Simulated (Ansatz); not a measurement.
Consider the redistribution: `[NH2][GeH]([OH])[SH]` + `[OH][Zn][SeH]` → `[OH][GeH]([SH])[SeH]` + `[NH2][Zn][OH]`.

Gas-phase electronic energies from Ansatz, PBE0-D4/def2-TZVP geometries. CCSD(T)/CBS adds triple-zeta CCSD(T) − MP2 to the extrapolated MP2 energy (def2 sets, frozen cores). DFT in def2-TZVPP. B3LYP here is the variant with VWN-RPA as its local correlation; programs differ in this. HSE06 is defined as in plane-wave codes. For Ge, Se, Zn outer-core shells are correlated without core-valence functions, which leaves a few kJ/mol of doubt a bond. Scalar relativity is left out up to krypton. One conformer a species, not always the lowest.

```json
{"level": "PBE-D4", "ΔE (kJ/mol)": "39.0", "difference from CCSD(T)/CBS": "-14.0"}
{"level": "revPBE-D4", "ΔE (kJ/mol)": "39.4", "difference from CCSD(T)/CBS": "-13.6"}
{"level": "BLYP-D4", "ΔE (kJ/mol)": "37.6", "difference from CCSD(T)/CBS": "-15.4"}
{"level": "r2SCAN-D4", "ΔE (kJ/mol)": "46.1", "difference from CCSD(T)/CBS": "-6.9"}
{"level": "B97M-V", "ΔE (kJ/mol)": "47.7", "difference from CCSD(T)/CBS": "-5.3"}
{"level": "PBE0-D4", "ΔE (kJ/mol)": "48.5", "difference from CCSD(T)/CBS": "-4.5"}
{"level": "B3LYP-D4", "ΔE (kJ/mol)": "45.5", "difference from CCSD(T)/CBS": "-7.5"}
{"level": "r2SCANh-D4", "ΔE (kJ/mol)": "49.0", "difference from CCSD(T)/CBS": "-4.0"}
{"level": "r2SCAN0-D4", "ΔE (kJ/mol)": "53.3", "difference from CCSD(T)/CBS": "0.3"}
{"level": "HSE06-D4", "ΔE (kJ/mol)": "48.5", "difference from CCSD(T)/CBS": "-4.5"}
{"level": "BHLYP-D4", "ΔE (kJ/mol)": "55.6", "difference from CCSD(T)/CBS": "2.6"}
{"level": "CAM-B3LYP-D4", "ΔE (kJ/mol)": "49.1", "difference from CCSD(T)/CBS": "-3.9"}
{"level": "ωB97X-V", "ΔE (kJ/mol)": "50.7", "difference from CCSD(T)/CBS": "-2.3"}
{"level": "ωB97M-V", "ΔE (kJ/mol)": "51.0", "difference from CCSD(T)/CBS": "-2.0"}
{"level": "B2PLYP", "ΔE (kJ/mol)": "47.4", "difference from CCSD(T)/CBS": "-5.6"}
{"level": "PBE-QIDH", "ΔE (kJ/mol)": "51.9", "difference from CCSD(T)/CBS": "-1.1"}
{"level": "PBE", "ΔE (kJ/mol)": "40.8", "difference from CCSD(T)/CBS": "-12.2"}
{"level": "BLYP", "ΔE (kJ/mol)": "41.1", "difference from CCSD(T)/CBS": "-11.9"}
{"level": "r2SCAN", "ΔE (kJ/mol)": "46.4", "difference from CCSD(T)/CBS": "-6.6"}
{"level": "PBE0", "ΔE (kJ/mol)": "50.2", "difference from CCSD(T)/CBS": "-2.8"}
{"level": "B3LYP", "ΔE (kJ/mol)": "48.6", "difference from CCSD(T)/CBS": "-4.4"}
{"level": "r2SCANh", "ΔE (kJ/mol)": "49.4", "difference from CCSD(T)/CBS": "-3.6"}
{"level": "r2SCAN0", "ΔE (kJ/mol)": "53.8", "difference from CCSD(T)/CBS": "0.8"}
{"level": "HSE06", "ΔE (kJ/mol)": "50.2", "difference from CCSD(T)/CBS": "-2.8"}
{"level": "CAM-B3LYP", "ΔE (kJ/mol)": "51.0", "difference from CCSD(T)/CBS": "-2.0"}
{"level": "LC-ωPBE", "ΔE (kJ/mol)": "50.5", "difference from CCSD(T)/CBS": "-2.5"}
{"level": "RPA@PBE/def2-TZVPP", "ΔE (kJ/mol)": "41.4", "difference from CCSD(T)/CBS": "-11.6"}
{"level": "HF/def2-SVP", "ΔE (kJ/mol)": "83.9", "difference from CCSD(T)/CBS": "30.9"}
{"level": "MP2/def2-SVP", "ΔE (kJ/mol)": "61.6", "difference from CCSD(T)/CBS": "8.6"}
{"level": "CCSD/def2-SVP", "ΔE (kJ/mol)": "65.4", "difference from CCSD(T)/CBS": "12.4"}
{"level": "CCSD(T)/def2-SVP", "ΔE (kJ/mol)": "63.1", "difference from CCSD(T)/CBS": "10.1"}
{"level": "MP2/def2-TZVPP", "ΔE (kJ/mol)": "41.9", "difference from CCSD(T)/CBS": "-11.1"}
{"level": "SCS-MP2/def2-TZVPP", "ΔE (kJ/mol)": "45.1", "difference from CCSD(T)/CBS": "-7.9"}
{"level": "CCSD/def2-TZVPP", "ΔE (kJ/mol)": "51.1", "difference from CCSD(T)/CBS": "-1.9"}
{"level": "CCSD(T)/def2-TZVPP", "ΔE (kJ/mol)": "47.3", "difference from CCSD(T)/CBS": "-5.7"}
{"level": "HF/def2-QZVPP", "ΔE (kJ/mol)": "77.1", "difference from CCSD(T)/CBS": "24.1"}
{"level": "SCS-MP2/def2-QZVPP", "ΔE (kJ/mol)": "48.8", "difference from CCSD(T)/CBS": "-4.2"}
{"level": "HF/CBS(def2)", "ΔE (kJ/mol)": "77.2", "difference from CCSD(T)/CBS": "24.2"}
{"level": "MP2/CBS(def2)", "ΔE (kJ/mol)": "47.7", "difference from CCSD(T)/CBS": "-5.3"}
{"level": "CCSD/CBS(def2)", "ΔE (kJ/mol)": "56.8", "difference from CCSD(T)/CBS": "3.8"}
{"level": "CCSD(T)/CBS", "ΔE (kJ/mol)": "53.0", "difference from CCSD(T)/CBS": "0"}
```

Largest T1 diagnostic among the species: 0.017.

From BLYP to BHLYP (50 % exact exchange), in def2-TZVPP and without D4, ΔE moves by +18.3 kJ/mol. Leaving LDA and LC-ωPBE aside and taking each functional with its dispersion term where it has one, the values spread over 18.0 kJ/mol, from BLYP-D4 to BHLYP-D4. The D4 term adds −3.1 kJ/mol with B3LYP and −1.6 kJ/mol with PBE0; it sums over pairs of atoms, weighted by their polarisabilities, and B3LYP, whose exchange is more repulsive, gets the larger term.
